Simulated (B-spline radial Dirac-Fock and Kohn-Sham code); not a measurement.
# Kohn-Sham estimates against Dirac-Fock for the levels of Er

System: the Er atom, configuration [Xe] 4f10 5d2 6s2 (not the ground configuration).

The density-functional columns are spherical, spin-unpolarised Dirac-Kohn-Sham results without Breit or QED terms: −ε is minus the orbital energy of the initial state and ΔSCF the difference of two total energies. The reference in the last column comes from multi-electron Dirac-Fock with separately optimised hole states, Breit and Lamb-shift corrections added in first order. All numbers are from a radial atomic solver, in eV; a selection of levels is shown. For the 1s level of heavy atoms much of the gap between ΔSCF and the reference is the Breit and QED part, -263.5 eV here; for other levels the error of the functional can be larger.

```csv
level,LDA −ε,LDA ΔSCF,Dirac-Fock
1s,57256.5,57749.5,57498.8
2s,9627.8,9715.8,9775.7
2p1/2,9175.4,9288.3,9281.7
2p3/2,8259.8,8359.3,8375.5
3s,2170.1,2194.7,2243.6
3p1/2,1970.8,1997.2,2028.4
3p3/2,1778.6,1802.8,1835.3
3d3/2,1436.0,1465.2,1471.9
3d5/2,1394.0,1422.4,1430.7
4s,440.1,450.5,476.2
4p1/2,360.4,370.7,389.1
4p3/2,316.6,326.5,345.5
4d3/2,184.8,194.5,201.3
4d5/2,176.8,186.3,193.3
4f,16.57,24.87,21.27
5s,59.92,65.88,69.18
5p1/2,37.27,42.82,42.03
5p3/2,31.14,36.43,35.98
5d,3.32,7.16,5.95
6s,4.89,7.70,5.82
```

Values without a named source are computed, but for edge energies of neutral atoms, which are taken from tables.
